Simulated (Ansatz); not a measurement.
CH$_{7}$AlBFSi, SMILES `CB(F)[SiH2][AlH2]`, relaxed with RKS PBE-D4/def2-SVP in Ansatz from a rough embedded geometry. The force threshold is 0.03 eV/Å; the program also tests the step.

Total charge 0; spin multiplicity 1.

Start:

```xyz
12

C    -1.291   -1.226    0.311
B     0.203   -1.307   -0.321
F     0.745   -2.572   -0.772
Si    1.265    0.282   -0.399
Al    0.210    2.219    0.340
H    -1.885   -0.509   -0.395
H    -1.276   -0.829    1.305
H    -1.793   -2.197    0.249
H     2.510    0.026    0.359
H     1.713    0.454   -1.844
H    -0.348    2.234    1.818
H    -0.052    3.425   -0.650
```

| step | energy (eV) | largest force (eV/Å) | largest move (Å) |
| --- | --- | --- | --- |
| 1 | -18997.8493 | 3.783 | 0.000 |
| 2 | -18998.3258 | 2.572 | 0.149 |
| 3 | -18998.3876 | 1.429 | 0.177 |
| 4 | -18998.4317 | 0.651 | 0.139 |
| 5 | -18998.4562 | 0.188 | 0.071 |
| 6 | -18998.4608 | 0.100 | 0.120 |
| 7 | -18998.4701 | 0.082 | 0.200 |
| 8 | -18998.4755 | 0.359 | 0.197 |
| 9 | -18998.4811 | 0.310 | 0.064 |
| 10 | -18998.4915 | 0.226 | 0.198 |
| 11 (rejected) | -18998.4861 | 0.668 | 0.195 |
| 12 | -18998.5026 | 0.136 | 0.097 |
| 13 | -18998.5104 | 0.129 | 0.096 |
| 14 | -18998.5177 | 0.287 | 0.146 |
| 15 | -18998.5287 | 0.099 | 0.194 |
| 16 | -18998.5317 | 0.325 | 0.196 |
| 17 | -18998.5373 | 0.265 | 0.085 |
| 18 (rejected) | -18998.5360 | 0.227 | 0.110 |
| 19 | -18998.5458 | 0.129 | 0.053 |
| 20 | -18998.5485 | 0.043 | 0.061 |
| 21 | -18998.5514 | 0.121 | 0.146 |
| 22 | -18998.5526 | 0.092 | 0.047 |
| 23 | -18998.5536 | 0.033 | 0.080 |
| 24 | -18998.5539 | 0.025 | 0.025 |

End:

```xyz
12

C    -1.107   -1.607    0.509
B    -0.153   -1.073   -0.617
F    -0.395   -1.455   -1.885
Si    1.339    0.272   -0.273
Al    0.277    2.473    0.010
H    -2.111   -1.145    0.368
H    -0.772   -1.377    1.538
H    -1.260   -2.703    0.410
H     1.990   -0.054    1.054
H     2.402    0.297   -1.344
H    -0.702    2.699    1.265
H     0.492    3.672   -1.034
```

It took 29 s on 4 threads of an Arm Neoverse V2 on a shared host, with 0.19 GiB of host memory at the peak.
